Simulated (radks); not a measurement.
Task: These are the eigenvalues of the occupied orbitals of an atom or ion with whole-number occupations (hartree). All-electron calculation, scalar-relativistic Kohn-Sham, SCAN, spin-polarised, spherical densities, finite nucleus; meta-GGA in the generalised Kohn-Sham scheme; Fermi nuclear charge, rms radius of each element as measured or else 0.836 A^(1/3) + 0.57 fm. Program: a radial shooting solver on a logarithmic mesh with Libxc functionals.

| orbital | eigenvalue |
|---|---|
| 1s up | -329.9054 |
| 1s down | -329.9048 |
| 2s up | -43.21489 |
| 2s down | -43.05848 |
| 2p up | -37.71858 |
| 2p down | -37.60246 |
| 3s up | -7.95672 |
| 3s down | -7.68603 |
| 3p up | -6.29516 |
| 3p down | -6.02492 |
| 3d up | -3.62149 |
| 3d down | -3.34357 |

Which element is it, and in what charge state? The configuration may be excited. Open shells, if any, are filled with parallel spins first.

Result: Z = 29, copper, charge +5: Cu5+ in [Ar] 3d6. The list shows which subshells hold electrons but not how many an open one holds; the 1s level, -329.91 hartree, gives Z - s = 25.7 by -(Z - s)^2/2, which with screening and relativity narrows Z to a few neighbours, and the depths of the outer levels then fix element, charge and occupations together.
